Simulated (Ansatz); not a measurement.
Input for Ansatz (an electronic-structure program): R-CCSD(T)/def2-QZVPPD on HI (SMILES I). Elements past Kr take the def2 small-core potentials; no spin–orbit coupling. Files ending in .json are basis or fitting sets from the Basis Set Exchange. The run froze 9 orbitals, filled d shells among them.

Ansatz 0.2 input:
```yaml
crystal:
  periodic: [false, false, false]
  atoms:
    - {symbol: I, position_ang: [0.50589331, 0.15915179, 4.28940182]}
    - {symbol: H, position_ang: [0.42143486, 0.14291740, 2.67653222]}
basis:
  gaussian:
    orbitals: def2-QZVPPD.json
magnetization: {spin_polarized: false}
correlation: {method: ccsd_t, electrons: outside_noble_gas}
scf: {lower_state_search: off}
```

Q: Predict the final total energy.

A: -297.4396 hartree (reference determinant -297.2440, T1 diagnostic 0.008).
